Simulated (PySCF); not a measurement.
# Computed properties of C6H10, SMILES C=C=C(C)CC

3-methylpenta-1,2-diene (C6H10), SMILES C=C=C(C)CC. Geometry: TPSSh-D3(BJ)/def2-SVP. The values are those of a single conformer. All values are computed for the isolated molecule unless a solvent is named; none is compared with measurement here.

**Structure.** All 42 harmonic modes at TPSSh-D3(BJ)/def2-SVP (PySCF) are real, so it is a minimum. With heavy atoms numbered as in [CH2:1]=[C:2]=[C:3]([CH3:4])[CH2:5][CH3:6], the shortest bond between them is C1–C2 at 1.313 Å and the longest C5–C6 at 1.534 Å.

**Vibrations.** The strongest infrared lines (harmonic, unscaled, degenerate partners summed) lie at 862 cm⁻¹ (45 km/mol, H 74 %, C 26 %), 3020 cm⁻¹ (40 km/mol, H 97 %), 3122 cm⁻¹ (34 km/mol, H 91 %, C 9 %). The softest mode is at 53 cm⁻¹ and the zero-point energy is 88.0 kcal/mol.

**Electronic structure.** PBE0/def2-TZVP (PySCF) places the frontier levels at -6.85 and 0.52 eV, a gap of 7.37 eV, and gives a dipole moment of 0.64 D and a mean polarisability of 77.4 bohr³. PBE/def2-TZVP (PySCF) at the same geometry gives -5.73 and -0.51 eV, so its gap is 2.15 eV narrower. An orbital gap is neither the optical nor the fundamental gap.

**Excitations.** TDDFT-ωB97X/def2-SVPD (PySCF) has S1 at 5.74 eV (216 nm, f = 0.000, dark); the most intense of the 10 singlets computed lies at 7.77 eV (f = 1.17). T1 (TDA) is at 4.52 eV. TDDFT-PBE/def2-SVPD (PySCF) puts S1 at 5.33 eV. No vertical singlet excitation falls in the visible range (under 3.1 eV).

**NMR.** GIAO shifts at KT2/pcSseg-1 (PySCF) (non-relativistic, atoms alike by connectivity averaged): ¹³C from 17.7 to 208.5 ppm against TMS; ¹H from 1.4 to 5.0 ppm against TMS.

**Solvation.** SMD-M06-2X/def2-SVP (PySCF) gives 1.5 kcal/mol in water, -3.6 kcal/mol in n-hexane, -3.0 kcal/mol in ethanol (1 M in both phases, gas-phase geometry); of these solvents n-hexane holds the molecule best.
